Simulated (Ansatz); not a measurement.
Total energies of BH₅O₃Si (`OB(O)O[SiH3]`).

```xyz
10

O     1.028   -0.697    1.161
B    -0.289   -0.471    0.882
O    -1.250   -0.899    1.754
O    -0.627    0.182   -0.268
Si    0.332    0.792   -1.468
H     1.154   -1.162    1.991
H    -2.134   -0.683    1.451
H     1.244    1.833   -0.932
H     1.125   -0.290   -2.105
H    -0.583    1.395   -2.466
```

Total charge 0; spin multiplicity 1. The geometry is a stationary point of PBE0-D4/def2-TZVP. It is one conformer, not always the lowest. Basis def2-TZVPP, Ansatz 0.2.0.

RPA on PBE orbitals: Hartree–Fock energy of these orbitals -541.40037 Eh, correlation -1.48026 Eh (frozen core).

| functional | kind | energy without D4 (Eh) | D4 term (kJ/mol) |
| --- | --- | --- | --- |
| BLYP | GGA | -543.29012 | -38.8 |
| ωB97X-V | range-separated hybrid GGA with VV10 | -543.21731 | – |

(1) Give the same for LDA (SPW92), PBE, revPBE, r2SCAN, B97M-V, PBE0, B3LYP, r2SCANh, r2SCAN0, HSE06 (plane-wave form), BHLYP, CAM-B3LYP, LC-ωPBE, ωB97M-V, B2PLYP, PBE-QIDH. (Estimate.)

B3LYP takes the VWN-RPA correlation (the form of Gaussian; ORCA's B3LYP/G). HSE06 is the plane-wave form, built on full-range PBE exchange. The double hybrids freeze the cores in their second-order part.

Results:

(1) Ansatz gave: 
```tsv
functional	kind	energy without D4 (Eh)	D4 term (kJ/mol)
LDA (SPW92)	LDA	-540.27063	–
PBE	GGA	-542.90476	-17.5
revPBE	GGA	-543.18976	-55.9
r2SCAN	meta-GGA	-543.19306	-4.3
B97M-V	meta-GGA with VV10	-543.21468	–
PBE0	global hybrid, 25 % exact exchange	-542.94389	-14.7
B3LYP	global hybrid, 20 %	-543.37727	-28.1
r2SCANh	meta-GGA hybrid, 10 %	-543.17800	-4.6
r2SCAN0	meta-GGA hybrid, 25 %	-543.15655	-5.0
HSE06 (plane-wave form)	screened hybrid	-542.92547	-13.6
BHLYP	global hybrid, 50 %	-543.23318	-20.7
CAM-B3LYP	range-separated hybrid	-543.27274	-14.8
LC-ωPBE	long-range corrected hybrid	-543.10328	–
ωB97M-V	range-separated hybrid meta-GGA with VV10	-543.24685	–
B2PLYP	double hybrid	-543.06048	–
PBE-QIDH	double hybrid	-542.83180	–
```

LC-ωPBE has ω = 0.4 bohr⁻¹.
